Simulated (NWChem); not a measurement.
System: C$_{3}$H$_{5}$ cation

The following NWChem deck was run.

```
start job
memory heap 200 mb stack 900 mb global 1100 mb
charge 1
geometry units angstroms noautosym nocenter noautoz
  C      0.001500    -1.382356     0.001868
  C     -0.047781    -0.109507    -0.000839
  C     -0.049493     1.291413     0.001592
  H     -0.929325    -1.972351    -0.081753
  H      0.958415    -1.926596     0.084267
  H      1.046577     1.513231     0.100434
  H     -0.367581     1.734733    -0.957497
  H     -0.532834     1.730964     0.890884
end
basis spherical
  C library def2-svp
  H library def2-svp
end
dft
  xc b3lyp
  iterations 150
  mulliken
end
task dft energy
esp
  recalculate
  probe 0.07
  range 0.3
  factor 1.0
  spacing 0.02
end
task esp
```

Structure relaxed at the PBE0/def2-SVP level.

Atomic charges in e: unrestrained fits to the electrostatic potential beside Mulliken populations; buried atoms are poorly determined by the fit.

Atoms are numbered as in the input.

Problem. What results follow from this input? (B3LYP/def2-SVP.) Quantities: ESP C1; Mulliken C1; ESP C2; Mulliken C2; ESP C3; Mulliken C3; relative RMS misfit of the potential (%).

Solution. 
```json
{
  "ESP C1": "-0.48",
  "Mulliken C1": "-0.14",
  "ESP C2": "0.47",
  "Mulliken C2": "0.20",
  "ESP C3": "-0.25",
  "Mulliken C3": "0.05",
  "relative RMS misfit of the potential (%)": "2"
}
```
